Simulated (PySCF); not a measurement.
Simulated Cl 2p region for `COBCl`, binding energy against the vacuum level.

Every computed line was given a Gaussian of 0.5 eV full width at half maximum and an area set by the number of equivalent atoms (split 2:1 within a doublet); the highest printed point is 100. The calculation used delta-SCF UKS SCAN, pcX-2 on the ionised atom, pcseg-1 elsewhere, spin-free X2C in PySCF 2.14.0.

```json
{"binding energy (eV)": "205.5", "intensity": "0"}
{"binding energy (eV)": "205.6", "intensity": "1"}
{"binding energy (eV)": "205.7", "intensity": "4"}
{"binding energy (eV)": "205.8", "intensity": "13"}
{"binding energy (eV)": "205.9", "intensity": "29"}
{"binding energy (eV)": "206.0", "intensity": "55"}
{"binding energy (eV)": "206.1", "intensity": "83"}
{"binding energy (eV)": "206.2", "intensity": "100"}
{"binding energy (eV)": "206.3", "intensity": "96"}
{"binding energy (eV)": "206.4", "intensity": "75"}
{"binding energy (eV)": "206.5", "intensity": "46"}
{"binding energy (eV)": "206.6", "intensity": "23"}
{"binding energy (eV)": "206.7", "intensity": "9"}
{"binding energy (eV)": "206.8", "intensity": "3"}
{"binding energy (eV)": "206.9", "intensity": "1"}
{"binding energy (eV)": "207.0", "intensity": "0"}
{"binding energy (eV)": "207.1", "intensity": "0"}
{"binding energy (eV)": "207.2", "intensity": "0"}
{"binding energy (eV)": "207.3", "intensity": "1"}
{"binding energy (eV)": "207.4", "intensity": "4"}
{"binding energy (eV)": "207.5", "intensity": "10"}
{"binding energy (eV)": "207.6", "intensity": "20"}
{"binding energy (eV)": "207.7", "intensity": "34"}
{"binding energy (eV)": "207.8", "intensity": "47"}
{"binding energy (eV)": "207.9", "intensity": "51"}
{"binding energy (eV)": "208.0", "intensity": "44"}
{"binding energy (eV)": "208.1", "intensity": "31"}
{"binding energy (eV)": "208.2", "intensity": "17"}
{"binding energy (eV)": "208.3", "intensity": "8"}
{"binding energy (eV)": "208.4", "intensity": "3"}
{"binding energy (eV)": "208.5", "intensity": "1"}
{"binding energy (eV)": "208.6", "intensity": "0"}
```

Q: How many maxima does the curve show, and how many computed lines lie under it?

A: The curve has 2 maxima (at 206.2 and 207.9 eV). Under it lie 2 lines from 1 inequivalent chlorine site, drawn as a 2p3/2, 2p1/2 pair.

Q: Decompose the envelope and assign each component. Numbering: `[CH3:1][O:2][BH:3][Cl:4]`.

A: 
```json
{"position (eV)": "206.23", "relative area": "0.67", "line": "Cl 2p3/2", "atoms": "Cl4", "environment": "chlorine bonded to B"}
{"position (eV)": "207.89", "relative area": "0.33", "line": "Cl 2p1/2", "atoms": "Cl4", "environment": "chlorine bonded to B"}
```

Q: What are the centre and the root-mean-square width of the whole band?

A: The area-weighted mean of the lines is 206.78 eV. Their own spread about it is 0.78 eV (rms) and each Gaussian has σ = 0.5/2.355 = 0.21 eV; the variances add, which gives 0.81 eV.

No satellites, vibrations or lifetime broadening are included. 2p3/2 and 2p1/2 are the ΔSCF energy of one spin-free 2p hole plus the eigenvalues of a spin–orbit and ligand-field matrix of the shell. 2p1/2 minus 2p3/2 (ligand field included): Cl 1.65 eV. The structure is a single PBE0-D3(BJ)/def2-SVP conformer in the gas phase; no vibrational or solvent corrections.

Conformer computed: `[CH3:1][O:2][BH:3][Cl:4]`: C1–O2–B3–Cl4 0°.
